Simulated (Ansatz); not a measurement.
Frontier orbitals of `C[O][Ti]([Cl])([O]C)[O]C`.

```csv
atom,x (Å),y (Å),z (Å)
C1,1.160,2.562,0.223
O2,1.215,1.180,0.053
Ti3,0.610,-0.421,0.500
Cl4,2.136,-1.476,1.754
O5,0.296,-1.360,-0.966
C6,0.453,-1.503,-2.343
O7,-0.892,-0.245,1.417
C8,-2.209,-0.647,1.630
H9,2.073,2.911,0.714
H10,1.079,3.053,-0.752
H11,0.299,2.849,0.836
H12,0.895,-0.603,-2.784
H13,1.106,-2.355,-2.554
H14,-0.519,-1.684,-2.811
H15,-2.552,-1.310,0.829
H16,-2.863,0.230,1.667
H17,-2.285,-1.178,2.584
```

Total charge 0; spin multiplicity 1. Correlated methods include outer-core shells of Ti, which these sets cover unevenly. Scalar relativity is left out up to krypton. All single points use the PBE0-D4/def2-TZVP geometry. It is one conformer, not always the lowest. Basis def2-TZVPP, Ansatz 0.2.0.

A caution on the coupled-cluster cation, which keeps the state that its UHF reference found: large T1 diagnostic of the cation.

Orbital energies of one run (eV). Highest occupied ones, from the top: -6.77, -6.77, -6.90, -7.40, -7.51, -7.51, -7.91, -7.91, -8.25, -11.05, -11.17, -11.17, -11.32, -11.40. Empty: -2.37, -2.37, -1.76, -1.44, -1.44, -0.56.

Question: Which functional gave them?
A. B3LYP
B. LDA (SPW92)
C. r2SCANh
D. BHLYP

Answer: B. HOMO energies: LDA (SPW92) -6.77, BHLYP -9.45, r2SCANh -7.52, B3LYP -7.83 eV.

B3LYP here is the variant with VWN-RPA as its local correlation; programs differ in this.
